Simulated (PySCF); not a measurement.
**Electric properties by functional and basis**

Species: CH5FOSi.
SMILES: `CO[SiH2]F`

PySCF, dipoles from the SCF density, polarisabilities from static response with core orbitals frozen. Geometry: PBE0-D3(BJ)/def2-SVP, one conformer, isolated molecule.

Question: How do dipole and polarisability depend on functional and basis here?

Answer: 

```tsv
level	μ (D)	α (Å³)	anisotropy (Å³)
LDA/def2-SVPD	1.627	6.78	1.57
PBE/def2-SVPD	1.571	6.67	1.55
B3LYP/def2-SVPD	1.647	6.39	1.40
PBE0/def2-SVPD	1.642	6.33	1.40
BHandHLYP/def2-SVPD	1.721	6.07	1.27
CAM-B3LYP/def2-SVPD	1.691	6.31	1.32
wB97X-D/def2-SVPD	1.668	6.28	1.31
LC-wPBE/def2-SVPD	1.689	6.19	1.26
HF/def2-SVPD	1.776	5.73	1.12
PBE0/6-31G*	1.595	4.94	1.30
PBE0/def2-SVP	1.625	5.16	1.37
PBE0/6-31+G*	1.732	5.62	1.22
PBE0/aug-cc-pVDZ	1.597	6.45	1.48
PBE0/def2-TZVP	1.583	5.93	1.34
PBE0/def2-TZVPD	1.581	6.43	1.44
```

The anisotropy is √(½[(α1 − α2)² + (α2 − α3)² + (α3 − α1)²]). The dipole runs from 1.57 D (PBE/def2-SVPD) to 1.78 D (HF/def2-SVPD). No reference polarisability is at hand; against PBE0 in the largest diffuse basis at hand (def2-TZVPD) the other PBE0 rows deviate by 6-31G* -23%, def2-SVP -20%, 6-31+G* -13%, def2-SVPD -1%, aug-cc-pVDZ 0%, def2-TZVP -8%. In one basis (def2-SVPD) the functionals order the polarisability from HF (lowest) to LDA (highest), a spread of 18%. With PBE0 the polarisability is 5.34 Å³ without diffuse functions (mean of 6-31G*, def2-SVP and def2-TZVP) and 6.21 Å³ with them (mean of 6-31+G*, def2-SVPD, aug-cc-pVDZ and def2-TZVPD).

Without π bonds the low states are Rydberg-like; a valence basis with one diffuse set may place them up to an eV too high.
